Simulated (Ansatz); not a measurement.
CH6FGaSi, SMILES `FC[SiH2][GaH2]`, charge 0, multiplicity 1.

Problem. Give a relaxed structure at PBE0-D4/def2-TZVP (Ansatz). (An estimate is asked.)

Solution. Computed: 
Z-matrix (Å, degrees):
```
C
Si 1 1.918
F 1 1.431 2 105.2
H 1 1.091 2 114.6 3 -116.2
H 1 1.091 2 114.7 3 116.3
Ga 2 2.412 1 89.0 3 0.6
H 2 1.489 1 109.6 3 121.6
H 2 1.489 1 109.7 3 -120.3
H 6 1.570 2 119.9 1 89.0
H 6 1.570 2 120.0 1 -89.9
```
Point group Cs.
This is one stationary point; other conformers may exist.
